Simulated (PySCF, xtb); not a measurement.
H₇NO₂Si₂, SMILES N[Si@H](O)O[SiH3].

GFN2-xTB run with xtb at its own geometry gives an orbital gap of 5.82 eV and a dipole moment of 1.83 D.

Geometry: PBE0-D3(BJ)/def2-SVP. The structure was generated by enumeration; whether it is a known compound was not checked. The values are those of a single conformer.

Task: What does ωB97X/def2-TZVP (PySCF) give? (The exact figures need the calculation; the answer reports its results.)

Result: gap 12.78 eV (levels -10.39 and 2.39 eV), dipole 2.23 D.
